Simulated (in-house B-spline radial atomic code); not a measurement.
Orbital energies and mean radii along the 64-electron series, configuration [Kr] 4d10 4f14 5s2 5p2. The effective charge is n√(-2ε), a non-relativistic measure. Computed with an all-electron radial atomic-structure program (B-spline basis): non-relativistic Hartree-Fock, average of the configuration, point nuclei.

This level leaves out relativity, spin-orbit splitting included, which matters for heavy ions.

```json
{"ion": "W10+", "Z": "74", "energy of 3p (Eh)": "-90.069", "mean radius of 3p (bohr)": "0.20946", "energy of 4p (Eh)": "-22.207", "mean radius of 4p (bohr)": "0.49599", "effective charge of 3p": "40.265"}
{"ion": "Re11+", "Z": "75", "energy of 3p (Eh)": "-94.206", "mean radius of 3p (bohr)": "0.20614", "energy of 4p (Eh)": "-23.962", "mean radius of 4p (bohr)": "0.48621", "effective charge of 3p": "41.179"}
{"ion": "Os12+", "Z": "76", "energy of 3p (Eh)": "-98.468", "mean radius of 3p (bohr)": "0.20293", "energy of 4p (Eh)": "-25.792", "mean radius of 4p (bohr)": "0.47672", "effective charge of 3p": "42.1"}
{"ion": "Ir13+", "Z": "77", "energy of 3p (Eh)": "-102.86", "mean radius of 3p (bohr)": "0.1998", "energy of 4p (Eh)": "-27.696", "mean radius of 4p (bohr)": "0.46753", "effective charge of 3p": "43.028"}
{"ion": "Pt14+", "Z": "78", "energy of 3p (Eh)": "-107.37", "mean radius of 3p (bohr)": "0.19678", "energy of 4p (Eh)": "-29.673", "mean radius of 4p (bohr)": "0.45863", "effective charge of 3p": "43.961"}
{"ion": "Au15+", "Z": "79", "energy of 3p (Eh)": "-112", "mean radius of 3p (bohr)": "0.19383", "energy of 4p (Eh)": "-31.72", "mean radius of 4p (bohr)": "0.45002", "effective charge of 3p": "44.899"}
{"ion": "Hg16+", "Z": "80", "energy of 3p (Eh)": "-116.75", "mean radius of 3p (bohr)": "0.19098", "energy of 4p (Eh)": "-33.838", "mean radius of 4p (bohr)": "0.44168", "effective charge of 3p": "45.842"}
{"ion": "Tl17+", "Z": "81", "energy of 3p (Eh)": "-121.62", "mean radius of 3p (bohr)": "0.1882", "energy of 4p (Eh)": "-36.024", "mean radius of 4p (bohr)": "0.43361", "effective charge of 3p": "46.789"}
{"ion": "Pb18+", "Z": "82", "energy of 3p (Eh)": "-126.61", "mean radius of 3p (bohr)": "0.1855", "energy of 4p (Eh)": "-38.279", "mean radius of 4p (bohr)": "0.42581", "effective charge of 3p": "47.739"}
```

(1) How does the screening of 3p change?

Results:

(1) Z less the effective charge goes from 33.74 at Z = 74 to 34.26 at Z = 82.
